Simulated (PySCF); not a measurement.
A species of formula C5H5O3 (doublet) has this rotational fingerprint, computed with PySCF, PBE0-D3(BJ)/def2-SVP geometry optimisation, gas phase:

| Property | Result |
| --- | --- |
| Rotational constants | A = 4511, B = 1695, C = 1475 MHz |
| Dipole components | \|μa\| = 1.24 D, \|μb\| = 0.43 D, \|μc\| = 1.14 D |
| Inertial defect | -67.41 u·Å² |
| κ | -0.85 |

Task: Which candidate fits, each taken in the one conformer that was computed?
A. `[O:1]=[C:2]([OH:3])[C@H:4]1[CH:5][O:6][CH:7]=[CH:8]1` (doublet state) with O1–C2–O3–H -1°, O1–C2–C4–C5 91°
B. `[O:1]=[C:2]([OH:3])[C@@H:4]1[CH:5][CH:6]=[CH:7][O:8]1` (doublet state) with O1–C2–O3–H 0°, O1–C2–C4–C5 -84°
C. `[O:1]=[C:2]([OH:3])[C:4]1[CH2:5][CH:6]=[CH:7][O:8]1` (doublet state) with O1–C2–O3–H 0°, O1–C2–C4–C5 -1°

Result: B. It is O=C(O)[C@@H]1[CH]C=CO1, an asymmetric top, point group C1. The candidates at the same level (rigid rotor, commonest isotopes):

```csv
SMILES,A (MHz),B (MHz),C (MHz),μa (D),μb (D),μc (D),Δ (u·Å²),point group,rotor
O=C(O)[C]1CC=CO1,4929,1608,1221,2.41,0.39,0.00,-3.13,Cs,asymmetric top
O=C(O)[C@@H]1[CH]C=CO1,4511,1695,1475,1.24,0.43,1.14,-67.41,C1,asymmetric top
O=C(O)[C@H]1[CH]OC=C1,4615,1589,1431,0.62,1.67,0.29,-74.38,C1,near-prolate asymmetric top
```

`O=C(O)[C]1CC=CO1` has C 17 % too low; `O=C(O)[C@H]1[CH]OC=C1` has B 6 % too low. No structure here is proved a minimum.
